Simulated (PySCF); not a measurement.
A PySCF script (with the pyscf-properties extension) for the NMR shieldings of SMILES C(#C)[BH2-][NH2+]C/C=C/C#N, C6H9BN2, on a GFN2-xTB geometry:

```python
import basis_set_exchange as bse
import numpy as np
from pyscf import gto, dft
from pyscf.prop import nmr

atoms = """
C    -3.287776    0.591657    0.692912
C    -2.727014   -0.068335   -0.140914
B    -1.983595   -0.915151   -1.206693
N    -0.523415   -1.281351   -0.505306
C     0.259205   -0.094492   -0.163638
C     1.506312   -0.418350    0.586409
C     2.670981    0.208063    0.418338
C     3.817444   -0.128326    1.164235
N     4.752827   -0.410686    1.763971
H    -3.800547    1.167978    1.409739
H    -1.731198   -0.303228   -2.199215
H    -2.503308   -1.970265   -1.410191
H    -0.015899   -1.885592   -1.145613
H    -0.748411   -1.810360    0.333361
H    -0.396519    0.540943    0.447700
H     0.478566    0.453335   -1.082922
H     1.429337   -1.209395    1.323374
H     2.794252    1.010353   -0.297205
"""
names = dict.fromkeys(["C", "B", "N", "H"], "pcSseg-1")
basis = {el: gto.basis.parse(bse.get_basis(n, elements=[el], fmt="nwchem")) for el, n in names.items()}
mol = gto.M(atom=atoms, basis=basis, charge=0, verbose=0)
mf = dft.RKS(mol, xc="PBE0")
mf.grids.level = 2
mf.grids.alignment = dft.numint.BLKSIZE   # the property module wants whole blocks of grid points
mf.conv_tol = 1e-9
mf.kernel()

calc = nmr.RKS(mf)   # GIAO
C = mf.mo_coeff
Co = C[:, mf.mo_occ > 0]
resp = mf.gen_response(singlet=True, hermi=2)
def vind(x):   # induced exchange potential for any number of trial vectors
    d = np.einsum("pi,xij,qj->xpq", C, 2 * x.reshape(-1, C.shape[1], Co.shape[1]), Co, optimize=True)
    return np.einsum("xpq,pi,qj->xij", resp(d - d.transpose(0, 2, 1)), C, Co, optimize=True).ravel()
mo1, _ = nmr.rhf.solve_mo1(calc, with_cphf=vind)
sigma = calc.kernel(mo1)
for i, s in enumerate(sigma):   # ppm
    print("%2d %-2s %9.2f" % (i, mol.atom_pure_symbol(i), np.trace(s) / 3))
```

**Question.** What are the results?

**Answer.** 
```
 0 C      90.59
 1 C      85.54
 2 B     124.16
 3 N     201.23
 4 C     136.09
 5 C      26.51
 6 C      76.55
 7 C      65.78
 8 N     -56.70
 9 H      29.81
10 H      29.36
11 H      29.08
12 H      28.89
13 H      28.92
14 H      26.52
15 H      28.44
16 H      25.09
17 H      26.12
```

These numbers come from an equivalent density-fitted implementation of the same equations, which agrees with the script to about 0.01 ppm for H and up to a few tenths of a ppm for heavy atoms, so last digits may differ.

Size and cost of the density-fitted run: 198 basis functions, 63 s wall time on 1 thread of an Arm Neoverse N1, shared host; peak memory 0.87 GiB.
